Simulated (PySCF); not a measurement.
**Frontier levels across methods**

Compound: C3H3BO3.
Geometry (PBE0-D3(BJ)/def2-SVP, Å), atoms numbered from 1 in this order:
```xyz
10
C3H3BO3 angstrom
O     -3.4324   -1.2885   -0.5656
C     -2.6767   -0.6275   -1.2318
C     -1.3178   -0.3124   -0.8526
C     -0.1652   -0.0311   -0.5698
B      1.2952    0.3009   -0.1931
O      2.2481   -0.5756   -0.5989
O      1.5075    1.4412    0.5118
H     -2.9826   -0.2013   -2.2190
H      3.1499   -0.3536   -0.3492
H      2.4242    1.6266    0.7359
```

Basis pcSseg-2 throughout (PySCF), one geometry. Isolated species at its PBE0-D3(BJ)/def2-SVP geometry (one conformer only).

Q: How do the orbital energies, the gap and the dipole change with the method?

A: 
```json
{"method": "PBE", "kind": "GGA", "HOMO (eV)": "-6.30", "LUMO (eV)": "-3.03", "gap (eV)": "3.27", "μ (D)": "5.32", "SCF cycles": "17"}
{"method": "B97-D", "kind": "GGA", "HOMO (eV)": "-6.33", "LUMO (eV)": "-2.92", "gap (eV)": "3.41", "μ (D)": "5.35", "SCF cycles": "17"}
{"method": "LDA", "kind": "LDA", "HOMO (eV)": "-6.43", "LUMO (eV)": "-3.29", "gap (eV)": "3.14", "μ (D)": "5.47", "SCF cycles": "17"}
{"method": "KT2", "kind": "GGA", "HOMO (eV)": "-6.53", "LUMO (eV)": "-3.00", "gap (eV)": "3.52", "μ (D)": "5.19", "SCF cycles": "17"}
{"method": "PBE0", "kind": "global hybrid", "HOMO (eV)": "-8.04", "LUMO (eV)": "-2.03", "gap (eV)": "6.01", "μ (D)": "5.38", "SCF cycles": "16"}
{"method": "CAM-B3LYP", "kind": "range-separated hybrid", "HOMO (eV)": "-9.54", "LUMO (eV)": "-0.86", "gap (eV)": "8.68", "μ (D)": "5.46", "SCF cycles": "15"}
{"method": "wB97X-D", "kind": "range-separated hybrid", "HOMO (eV)": "-9.97", "LUMO (eV)": "-0.19", "gap (eV)": "9.78", "μ (D)": "5.41", "SCF cycles": "15"}
{"method": "LC-wPBE", "kind": "range-separated hybrid", "HOMO (eV)": "-10.87", "LUMO (eV)": "0.32", "gap (eV)": "11.18", "μ (D)": "5.42", "SCF cycles": "16"}
```

The HOMO spans 4.57 eV, from PBE down to LC-wPBE, and the gap runs from 3.14 eV (LDA) to 11.18 eV (LC-wPBE). The dipole ranges from 5.19 D (KT2) to 5.47 D (LDA). This basis has no diffuse functions.
